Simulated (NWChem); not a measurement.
System: CH₃ISn, singlet; SMILES [Sn]([I])[CH3]

Low-valent species are run as closed-shell singlets; no triplet was tried in these runs. def2 effective core potentials on Sn, I; no spin-orbit coupling.

Problem. Give the equilibrium geometry at PBE0/def2-SVP with def2 effective core potentials on Sn, I (NWChem) as a Z-matrix, with the point group.

Solution. point group C1; any orientation.
```
C
H 1 1.1011
H 1 1.1021 2 109.32
H 1 1.1023 2 109.21 3 117.27
Sn 1 2.1986 2 111.12 4 121.19
I 5 2.7589 1 94.80 2 179.01
```
